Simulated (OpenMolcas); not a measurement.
Hf II: CASPT2 settings compared

| Property | Result |
| --- | --- |
| Program | OpenMolcas |
| Basis | ANO-RCC-VDZP [7s6p4d2f1g] |
| Scalar Hamiltonian | DKH3, point nucleus |
| Active space | 3 electrons in 6 orbitals (5d 6s) |
| State averaging | 2S+1 = 4 even, 20 roots; 2S+1 = 2 even, 49 roots kept (CI in the orbitals of an earlier block) |
| Spin-orbit coupling | RASSI with atomic mean-field integrals over the reference wave functions, term energies averaged over their components |

Methods on the same reference wave functions:
A. CASSCF
B. SS-CASPT2, IPEA 0 Eh, sigma2 regulariser 0.4 Eh (closed shells correlated: 5s 5p)
C. MS-CASPT2, IPEA 0 Eh, sigma2 regulariser 0.4 Eh (closed shells correlated: 5s 5p)
D. XMS-CASPT2, IPEA 0.6 Eh, real shift 0.1 Eh (closed shells correlated: 5s 5p)
E. XMS-CASPT2, IPEA 0 Eh, real shift 0.5 Eh (closed shells correlated: 5s 5p)

Energies in eV above 5d 6s2 2D 3/2, the measured ground level; measured values from NIST Handbook of Basic Atomic Spectroscopic Data.

```tsv
Level	A	B	C	D	E	Measured
5d2 6s 4F 3/2 [63 %]	-0.2739	0.504	0.574	0.619	0.580	0.4519
5d2 6s 4F 5/2	-0.0707	0.662	0.729	0.773	0.735	0.6081
5d 6s2 2D 3/2 [62 %]	0.0000	0.0000	0.0000	0.0000	0.0000	0.0000
5d2 6s 4F 7/2	0.1876	0.836	0.933	0.978	0.935	0.7866
5d 6s2 2D 5/2	0.2555	0.306	0.381	0.383	0.372	0.3783
5d2 6s 4F 9/2	0.4489	1.099	1.195	1.241	1.198	1.0367
5d2 6s 4P 1/2	1.0624	1.571	1.668	1.710	1.690	
5d2 6s 4P 3/2	1.1427	1.641	1.740	1.785	1.765	
5d2 6s 2P 1/2	1.4470	1.904	2.001	2.201	2.056	
5d3 4F 3/2	1.6901	2.501	2.611	2.717	2.639	
5d2 6s 2G 9/2	1.7906	2.368	2.458	2.599	2.489	
5d3 4F 5/2	1.8369	2.639	2.740	2.837	2.766	
5d2 6s 2D 5/2 [69 %]	2.0586	2.200	2.370	2.511	2.430
```

A puts 5d2 6s 4F 3/2 [63 %] lowest.

Deviations, from unrounded energies. A percentage is the sum of absolute deviations over the sum of measured energies, with the sign that they share, or ± where signs differ.

| Against measurement | Levels | A | B | C | D | E |
| --- | --- | --- | --- | --- | --- | --- |
| mean absolute deviation (cm-1) | 5 | 4400 | 470 | 890 | 1200 | 920 |
| fine structure of the ground term (%) | 1 | -32.5 | -19.0 | +0.7 | +1.4 | -1.7 |
| other configurations (%) | 4 | -89.9 | +7.6 | +19.0 | +25.2 | +19.6 |

B lies closest to measurement on these levels and A furthest from it. The largest miss of B in the table is 5d 6s2 2D 5/2, by -580 cm-1. The ranking rests on the paired levels alone, and a cruder setting can come out closer through cancelling errors.

Among B to E the level of the table that moves most is 5d2 6s 2D 5/2 [69 %], by 2500 cm-1 (lowest in B, highest in D). Moves below CASPT2's spread within the term are not significant.

The mean deviations of B to E differ by less than CASPT2's widest spread within a term (810 cm-1), so their order carries little weight.

The lowest spin-free term lies below A's lowest term by 0.195 hartree in B, 0.198 hartree in C, 0.196 hartree in D, 0.198 hartree in E.

CASPT2 does not keep the components of a term degenerate, so their means are used; among the terms shown or strongly mixed into the levels shown the widest spread is 810 cm-1 (5d2 6s 2G, D). Some levels mix across a computed gap that differs much from the measured one, so their mixing is not that of the real levels. Terms from blocks run as CI alone lack orbitals of their own. Configurations are named by rounded mean occupations; where the s occupation lies near a half they are strongly mixed, a name can repeat and a true partner stay unpaired. A single d shell beside an s shell can misplace configurations of different d count against each other. Without dynamic correlation excited terms often stand tens of per cent too high (terms of higher spin than the ground term too low), and those without a measured partner can miss by more than the paired ones (holds for A). The lowest computed level is not the ground level that NIST lists (2D3/2) (holds for A). The lowest spin-free term belongs to 5d 6s2, not to the configuration of the lowest level (holds for A). Some terms miss by over 15 % even with CASPT2, which points to a basis or an active space too small for the shells correlated (holds for B). The CASPT2 spread within a term exceeds the gap to the next term for 5d2 6s 2P and 5d2 6s 2D, so the order of their levels is uncertain (holds for D). Measured partners are found by configuration, term and J. A level has none where our copy of the source lacks it or the pairing is in doubt (some pairs that miss far off the trend of their configuration count as doubtful), and it then counts in no deviation. Levels of configurations outside the active space are missing. The table leaves out levels that lie high or whose names do not pair safely across all columns.

A share in square brackets marks a mixed level and gives the weight of the term that names it, the lowest over the columns.
